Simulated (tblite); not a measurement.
Species: C₆H₁₁NOSi.
Numbering: `[CH3:1][CH2:2][O:3][Si@H:4]1[CH2:5][C@H:6]([C:7]#[N:8])[CH2:9]1` (hydrogens: H10, H11, H12 on C1; H13, H14 on C2; H15 on Si4; H16, H17 on C5; H18 on C6; H19, H20 on C9)

Computed with GFN2-xTB (tblite), gas phase: L-BFGS steps from a force-field or distance-geometry start until the largest atomic force falls under 0.01 eV/Å.

Step 53: E = -738.9984 eV
```
atom  x, y, z in Å  |  force x, y, z in eV/Å
C1      3.4833    0.6260    0.4432    0.011  -0.009  -0.014
C2      2.4013   -0.1030   -0.3375   -0.010   0.012   0.001
O3      1.1616    0.0791    0.2953   -0.006  -0.017  -0.020
Si4    -0.2500   -0.6645    0.0569   -0.013   0.015   0.008
C5     -1.5652    0.1366    1.1721    0.078  -0.024   0.014
C6     -2.5081    0.3031   -0.0418   -0.005   0.016   0.057
C7     -3.5399   -0.6919   -0.0348   -0.042  -0.006  -0.044
N8     -4.3631   -1.4875   -0.0486    0.040   0.000   0.031
C9     -1.5091    0.0497   -1.1994   -0.033   0.016   0.039
H10     3.5634    0.2056    1.4427    0.013   0.026  -0.021
H11     3.2417    1.6822    0.5271   -0.038  -0.015   0.002
H12     4.4354    0.5247   -0.0700    0.017  -0.024   0.028
H13     2.6312   -1.1736   -0.3952   -0.037   0.028  -0.002
H14     2.3342    0.2879   -1.3594    0.026  -0.010   0.003
H15    -0.1299   -2.1212    0.0166   -0.025   0.020   0.004
H16    -1.2700    1.1054    1.5696   -0.028  -0.009   0.034
H17    -1.9963   -0.4416    1.9854    0.014  -0.012  -0.045
H18    -2.9890    1.2843   -0.0793   -0.015   0.019  -0.038
H19    -1.9237   -0.5845   -1.9803    0.051   0.000  -0.006
H20    -1.2129    0.9937   -1.6553    0.002  -0.027  -0.031
```

Step 54: E = -738.9995 eV
```
atom  x, y, z in Å  |  force x, y, z in eV/Å
C1      3.4824    0.6280    0.4489    0.006  -0.014  -0.017
C2      2.4055   -0.1017   -0.3387   -0.017   0.010   0.005
O3      1.1608    0.0831    0.2833   -0.011  -0.015  -0.016
Si4    -0.2492   -0.6637    0.0473   -0.018   0.011   0.020
C5     -1.5601    0.1346    1.1694    0.078  -0.034   0.019
C6     -2.5070    0.3036   -0.0407    0.005   0.031   0.042
C7     -3.5425   -0.6868   -0.0293   -0.022  -0.006  -0.025
N8     -4.3670   -1.4808   -0.0342    0.016  -0.017   0.022
C9     -1.5153    0.0479   -1.2030    0.002   0.003   0.023
H10     3.5528    0.2108    1.4507    0.020   0.029  -0.033
H11     3.2420    1.6851    0.5271   -0.037  -0.023   0.001
H12     4.4382    0.5233   -0.0577    0.010  -0.024   0.042
H13     2.6320   -1.1732   -0.3920   -0.021   0.029  -0.004
H14     2.3475    0.2874   -1.3615    0.024  -0.009  -0.007
H15    -0.1344   -2.1209    0.0069   -0.012   0.021   0.005
H16    -1.2642    1.1006    1.5736   -0.038  -0.016   0.020
H17    -1.9904   -0.4496    1.9786    0.019  -0.013  -0.028
H18    -2.9846    1.2852   -0.0755   -0.030   0.061  -0.041
H19    -1.9342   -0.5895   -1.9785    0.046  -0.009  -0.014
H20    -1.2174    0.9874   -1.6673   -0.020  -0.014  -0.015
```

**Question.** Estimate the geometry and energy of step 55. (The exact step hangs on the optimiser's Hessian estimate; all steps are aligned on step 54, rigid shifts and turns removed.)

**Answer.** E = -739.0005 eV, largest force 0.089 eV/Å
```
atom  x, y, z in Å  |  force x, y, z in eV/Å
C1      3.4819    0.6293    0.4526   -0.004  -0.012  -0.015
C2      2.4087   -0.1005   -0.3399   -0.019   0.004   0.003
O3      1.1604    0.0860    0.2733   -0.013  -0.003  -0.005
Si4    -0.2488   -0.6624    0.0405   -0.014   0.002   0.016
C5     -1.5550    0.1330    1.1679    0.037  -0.025   0.014
C6     -2.5062    0.3046   -0.0388    0.007   0.037   0.010
C7     -3.5446   -0.6829   -0.0260    0.007   0.001   0.005
N8     -4.3692   -1.4767   -0.0234   -0.002  -0.026   0.010
C9     -1.5200    0.0469   -1.2050    0.031  -0.008   0.003
H10     3.5449    0.2151    1.4560    0.024   0.024  -0.028
H11     3.2418    1.6868    0.5271   -0.033  -0.024  -0.003
H12     4.4406    0.5220   -0.0478    0.008  -0.023   0.044
H13     2.6320   -1.1724   -0.3897   -0.003   0.016  -0.006
H14     2.3584    0.2867   -1.3634    0.020  -0.005  -0.018
H15    -0.1408   -2.1198    0.0006    0.003   0.014   0.006
H16    -1.2609    1.0970    1.5781   -0.039  -0.019   0.013
H17    -1.9851   -0.4569    1.9723    0.022  -0.018  -0.003
H18    -2.9821    1.2867   -0.0735   -0.029   0.077  -0.034
H19    -1.9403   -0.5938   -1.9769    0.035  -0.013  -0.012
H20    -1.2208    0.9822   -1.6766   -0.036   0.001  -0.001
```

The energy changes by -0.0009 eV. The first-order estimate −F·Δx gives -0.0013 eV and the mean of the old and new forces, exact on a quadratic surface, -0.0010 eV. The step makes an angle of 78° with the force vector and moves no atom by more than 0.012 Å.

What follows is the cost of the whole relaxation. On one thread of an Arm Neoverse N1, no GPU, on a shared host, this took 1.5 s.
